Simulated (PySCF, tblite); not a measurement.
Species: C5H8BNS2.
Numbering: `[CH2:1]=[CH:2][CH2:3][NH:4][B:5]1[S:6][CH:7]=[CH:8][S:9]1` (hydrogens: H10, H11 on C1; H12 on C2; H13, H14 on C3; H15 on N4; H16 on C7; H17 on C8)

Cartesian coordinates in Å at the GFN2-xTB level; atoms count from 1:
```xyz
17
C5H8BNS2 angstrom
C     -3.602   -0.330   -0.402
C     -2.298   -0.296   -0.601
C     -1.276   -0.641    0.443
N     -0.318    0.438    0.615
B      1.042    0.409    0.345
S      1.926   -1.064   -0.250
C      3.483   -0.274   -0.282
C      3.571    1.005    0.080
S      2.125    1.850    0.578
H     -4.022   -0.626    0.546
H     -4.304   -0.078   -1.177
H     -1.887    0.007   -1.554
H     -0.722   -1.531    0.132
H     -1.769   -0.853    1.398
H     -0.754    1.295    0.926
H      4.314   -0.877   -0.601
H      4.483    1.575    0.092
```

Jobs on this species (17 atoms, 82 electrons) with PySCF (density fitting) and tblite. Hardware of each: one thread of an Arm Neoverse V1 (shared host). Other jobs ran on the host; a repeat could differ by tens of per cent or more.

```json
{"level and settings": "PBE0/pcSseg-1", "work": "shieldings, ring-centre shieldings, charges and field gradients", "basis functions": "207", "SCF cycles": "?", "wall time": "?"}
{"level and settings": "GFN2-xTB", "work": "Hessian by finite differences", "basis functions": "–", "SCF cycles": "–", "wall time": "0.72 s"}
{"level and settings": "GFN2-xTB", "work": "L-BFGS relaxation", "basis functions": "–", "SCF cycles": "–", "wall time": "0.92 s"}
```

Problem. Fill in the missing figures.

Solution. 
- PBE0/pcSseg-1; shieldings, ring-centre shieldings, charges and field gradients: 40 s, 13 SCF cycles

Problem. What do all jobs in the table cost together?

Solution. About 42 s; the longest takes about 96 % of that, and about 56 times as long as the shortest.
